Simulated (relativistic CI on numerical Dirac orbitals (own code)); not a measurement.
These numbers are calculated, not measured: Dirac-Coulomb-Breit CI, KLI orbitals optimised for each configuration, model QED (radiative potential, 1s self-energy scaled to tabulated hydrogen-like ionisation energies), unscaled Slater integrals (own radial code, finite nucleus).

The strongest absorption lines from the ground level of an ion, among the configurations computed and to levels below about 4250 eV (vacuum wavelength in Å, gf): 2.9267 (0.13), 2.9378 (0.054), 3.6938 (0.0049), 3.8362 (0.076), 3.8757 (0.39), 3.9156 (0.24), 49.593 (0.14), 137.22 (0.0072).

(1) Which ion is it?
A. Cd XLV
B. Mo XLI
C. Y XXXVI
D. Mo XXXIX

## Answers

(1) D. Mo XXXIX has 4 electrons and the ground level 2s² ¹S0; the strongest line goes to 2s3p ¹P°1. The pattern of lines fixes the number of electrons, and along that sequence the line energies rise steadily with the charge (about as its square where n changes within one kind of shell, about linearly where n is kept but much faster in heavy ions where fine structure, which grows about as Z⁴, sets the gap, and irregularly where shells cross), which fixes Z. Configurations outside the model, such as inner-shell arrays, can give stronger lines. At this charge energies of transitions that change n are usually good to better than 1 %, and those within a shell (Δn = 0) to a few per cent.

LS names give the leading component of a level, which can be under half, so a name can repeat, a term be missing and a line seem to break the LS rules.
